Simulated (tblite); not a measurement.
`[C]#CC[Si@H](Cl)O[SiH3]` [radical] (doublet state). The geometry is computed with GFN2-xTB (gas phase). This method treats the open shell by occupation alone, without spin polarisation.

```
atom  x, y, z in Å
C1     1.8540    2.3438    0.6261
C2     1.6572    1.1734    0.4230
C3     1.7776   -0.1993   -0.0336
Si4    0.2615   -1.1990    0.5829
Cl5    0.2629   -2.9534   -0.3967
O6    -1.0964   -0.4233    0.2236
Si7   -2.1794    0.6845   -0.3002
H8     1.8282   -0.2169   -1.1255
H9     2.7028   -0.6327    0.3500
H10    0.2620   -1.3961    2.0233
H11   -2.8439    1.1491    0.9126
H12   -1.4333    1.7338   -0.9863
H13   -3.0577   -0.0635   -1.1954
```

Task: Work out the bond lengths C3–Si4, C3–H8, C3–H9, Si4–Cl5, Si4–O6, Si4–H10, Si7–H11, Si7–H13 in bohr.

Result: For C3–Si4 the difference vector is (-1.5161, -0.9997, 0.6165) Å, of length 1.9178 Å. 1 bohr = 0.529177 Å. C3–Si4 3.624; C3–H8 2.066; C3–H9 2.062; Si4–Cl5 3.797; Si4–O6 3.032; Si4–H10 2.747; Si7–H11 2.757; Si7–H13 2.759 bohr.

Task: How far are the heavy atoms from their best plane (unweighted least squares)?

Result: 0.293 Å rms; C1 0.05, C2 0.00, C3 0.32, Si4 0.55, Cl5 0.24, O6 0.25, Si7 0.28 Å (magnitudes).

Task: Where is the centre of mass (commonest isotopes), and what is the radius of gyration?

Result: Mass 148.965 u; centre at (-0.007, -0.564, 0.066) Å; Rg = √(Σ m r²/M) = 2.223 Å. As Ia + Ib + Ic = 2 Σ m r², the three principal moments sum to 1471.7 u·Å².

Task: Give the dihedral angles H9–C3–Si4–Cl5, H8–C3–Si4–O6, H9–C3–Si4–H10, H8–C3–Si4–Cl5, C2–C3–Si4–H10, H8–C3–Si4–H10.

Result: H9–C3–Si4–Cl5 -72° (synclinal); H8–C3–Si4–O6 -70° (synclinal); H9–C3–Si4–H10 51° (synclinal); H8–C3–Si4–Cl5 47° (synclinal); C2–C3–Si4–H10 -69° (synclinal); H8–C3–Si4–H10 171° (antiperiplanar). Dihedral signs follow IUPAC: positive where, seen along the central bond, the front bond turns clockwise onto the rear one.

Task: How far apart are these pairs, which share no bond: C1···Cl5, C1···H13, C3···O6, Si4···H13, O6···H9?

Result: C1···Cl5 5.625 Å (4 bonds apart); C1···H13 5.765 Å (6 bonds apart); C3···O6 2.894 Å (2 bonds apart); Si4···H13 3.933 Å (3 bonds apart); O6···H9 3.807 Å (3 bonds apart).

Task: What are the angles Si4–C3–H9, C3–Si4–Cl5, Si4–O6–Si7, O6–Si7–H12?

Result: From the scalar product of the two bond vectors; for Si4–C3–H9 it is -0.7329 Å² over 1.9178 × 1.0913 Å², cos θ = -0.3502. Si4–C3–H9 110.5°; C3–Si4–Cl5 107.3°; Si4–O6–Si7 163.7°; O6–Si7–H12 107.4°.

Task: What is the repulsion energy of the bare nuclei, Σ ZA·ZB/RAB?

Result: 485.15 Eh over 78 pairs, with full nuclear charges and distances in bohr; the largest single term is 62.68 Eh (Si4 with Cl5).

Task: Write the matrix of distances between heavy atoms (Å, lower triangle).

Result: 
```
C1    0.000
C2    1.204  0.000
C3    2.628  1.452  0.000
Si4   3.885  2.757  1.918  0.000
Cl5   5.625  4.432  3.164  2.009  0.000
O6    4.065  3.189  2.894  1.605  2.938  0.000
Si7   4.459  3.935  4.063  3.207  4.383  1.635  0.000
```

GFN2-xTB frequencies show an imaginary mode (36i cm⁻¹), so the point is no minimum at that level.

One conformer stands for the species.
